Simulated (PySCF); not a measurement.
## Radial density of N³⁺ (nitrogen, charge +3)

BP86, [He] 2s2, closed-shell 1S. All numbers are calculated (PySCF 2.14, the spin-free X2C one-electron Hamiltonian (Gaussian nucleus), in jorge-DZP-DKH (4s2p1d, 15 functions)).

```tsv
r (bohr)	4πr²ρ (e/bohr)
0.00329	0.02808
0.00553	0.07770
0.00930	0.2083
0.0156	0.5315
0.0263	1.288
0.0443	2.823
0.0744	5.244
0.125	7.331
0.211	6.400
0.354	2.682
0.596	1.443
1.00	1.994
1.69	0.5845
2.84	0.02301
4.77	7.359e-05
```

Densities and radii are taken from the X2C orbitals without a picture-change correction, which distorts them close to the nucleus.
